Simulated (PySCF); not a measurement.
HSZn, neutral, multiplicity 2. Atoms are numbered in the order given.

```xyz
3

Zn     0.0015     0.8276     0.0000
S     -0.0817    -1.4557     0.0000
H      1.2619    -1.5384     0.0000
```
Charge 0, spin multiplicity 2.

Geometry: B3LYP-D3(BJ)/def2-TZVP. The multiplicity is an assumed one; other spin states were not compared. The isomer is the one that the SMILES or the coordinates give; other isomers of the formula were not compared.

The numbers are results of r2SCAN/def2-TZVPD (PySCF), not measurements.

Mulliken values depend strongly on the basis, most of all with diffuse functions as here. Atomic charges (e):

| atom | Mulliken | meta-Löwdin | Mulliken spin |
|---|---|---|---|
| Zn1 | 0.21 | 0.59 | 0.72 |
| S2 | -0.42 | -0.69 | 0.29 |
| H3 | 0.22 | 0.10 | -0.01 |
